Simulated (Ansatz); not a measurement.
Total energies of AlClH2SSi, SMILES `Cl[SiH]1[AlH][S]1`.

```tsv
atom	x (Å)	y (Å)	z (Å)
Cl1	1.327	-1.303	-1.830
Si2	0.001	-0.834	-0.323
Al3	0.154	1.069	0.983
S4	-1.190	0.944	-0.729
H5	-0.836	-2.042	-0.142
H6	0.542	2.165	2.041
```

Charge 0, multiplicity 1. Geometry: relaxed with PBE0-D4/def2-TZVP. Basis def2-TZVPP, the Gaussian-basis code of Ansatz.

RPA on PBE orbitals: Hartree–Fock energy of these orbitals -1389.11755 Eh, correlation -0.94875 Eh (frozen core).

```tsv
functional	energy without D4 (Eh)	D4 term (kJ/mol)
B97M-V	-1391.30100	–
PBE-QIDH	-1390.77775	–
```

Give the same for LDA (SPW92), PBE, revPBE, BLYP, r2SCAN, PBE0, B3LYP, r2SCANh, r2SCAN0, HSE06 (plane-wave form), BHLYP, CAM-B3LYP, LC-ωPBE, ωB97X-V, ωB97M-V, B2PLYP. (Best estimate.)

Computed: 
```json
{"functional": "LDA (SPW92)", "energy without D4 (Eh)": "-1386.57839", "D4 term (kJ/mol)": "–"}
{"functional": "PBE", "energy without D4 (Eh)": "-1391.00361", "D4 term (kJ/mol)": "-19.4"}
{"functional": "revPBE", "energy without D4 (Eh)": "-1391.37753", "D4 term (kJ/mol)": "-45.7"}
{"functional": "BLYP", "energy without D4 (Eh)": "-1391.63802", "D4 term (kJ/mol)": "-41.3"}
{"functional": "r2SCAN", "energy without D4 (Eh)": "-1391.53909", "D4 term (kJ/mol)": "-4.2"}
{"functional": "PBE0", "energy without D4 (Eh)": "-1391.12276", "D4 term (kJ/mol)": "-16.7"}
{"functional": "B3LYP", "energy without D4 (Eh)": "-1391.71644", "D4 term (kJ/mol)": "-32.2"}
{"functional": "r2SCANh", "energy without D4 (Eh)": "-1391.53189", "D4 term (kJ/mol)": "-4.7"}
{"functional": "r2SCAN0", "energy without D4 (Eh)": "-1391.52206", "D4 term (kJ/mol)": "-5.3"}
{"functional": "HSE06 (plane-wave form)", "energy without D4 (Eh)": "-1391.09534", "D4 term (kJ/mol)": "-15.9"}
{"functional": "BHLYP", "energy without D4 (Eh)": "-1391.64237", "D4 term (kJ/mol)": "-30.1"}
{"functional": "CAM-B3LYP", "energy without D4 (Eh)": "-1391.67342", "D4 term (kJ/mol)": "-17.5"}
{"functional": "LC-ωPBE", "energy without D4 (Eh)": "-1391.22223", "D4 term (kJ/mol)": "–"}
{"functional": "ωB97X-V", "energy without D4 (Eh)": "-1391.42885", "D4 term (kJ/mol)": "–"}
{"functional": "ωB97M-V", "energy without D4 (Eh)": "-1391.56577", "D4 term (kJ/mol)": "–"}
{"functional": "B2PLYP", "energy without D4 (Eh)": "-1391.15070", "D4 term (kJ/mol)": "–"}
```

B3LYP takes the VWN-RPA correlation (the form of Gaussian; ORCA's B3LYP/G). HSE06 is the plane-wave form, built on full-range PBE exchange. The double hybrids freeze the cores in their second-order part.

LC-ωPBE has ω = 0.4 bohr⁻¹.
